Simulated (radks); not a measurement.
Results of a calculation; reference values are marked as such.
Spherical jellium clusters: N electrons in a uniform positive sphere of charge N and radius rs N^(1/3), rs = 2.73 bohr. Level of theory: non-relativistic Kohn-Sham, PBE, spin-polarised, spherical densities (a radial shooting solver with Libxc functionals). Levels are named by radial order and angular momentum (1s, 1p, 1d, 2s, ...), and open shells are averaged over m.

N = 15, configuration 1s2 1p6 1d(up 5, down 2). This is the lowest configuration that the search found. Occupied and some empty levels:

level,occupation,eigenvalue (eV),<r> (bohr)
1s up,1,-8.0465,4.218
1s down,1,-7.8476,4.002
1p up,3,-6.0682,5.178
1p down,3,-5.6607,5.078
1d up,5,-3.7506,5.977
1d down,2,-3.2590,5.974
2s up,0,-3.0861,5.578
2s down,0,-2.8891,5.641
1f up,0,-1.2768,6.985
2p up,0,-0.98018,8.372
1f down,0,-0.79989,7.189
2p down,0,-0.77407,8.645

Energy (eV): total -20.0118, kinetic 51.897, external -1054.6, Hartree 511.36, exchange-correlation -74.275, background 545.62.
